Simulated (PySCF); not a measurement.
In(I)3 anion (I₃In), SMILES [I][In]([I])[I] (connectivity only; charge and spin as stated), charge -1, multiplicity 2.

The structure is a stationary point at r2SCAN-D4/def2-SVPD. The multiplicity is an assumed one; no other spin state was optimised. The isomer is the one that the SMILES or the coordinates give; other isomers of the formula were not compared. The def2 effective core potentials stand for the cores of I, In; spin–orbit coupling is left out.

Method: r2SCAN/def2-SVPD run with PySCF.

```json
{
 "total_energy": "-1083.92223 hartree",
 "point_group": "C3v",
 "α spin, highest occupied and lowest empty level": "-1.47 and 1.88 eV",
 "β spin, highest occupied and lowest empty level": "-2.68 and -0.46 eV",
 "dipole_moment_about_the_centre_of_nuclear_charge": "1.31 D",
 "mean_static_polarisability": "196.2 bohr³ (29.07 Å³)",
 "polarisability_principal_values": "144.2, 222.2, 222.2 bohr³",
 "⟨S²⟩": "0.755 (pure state 0.75)"
}
```
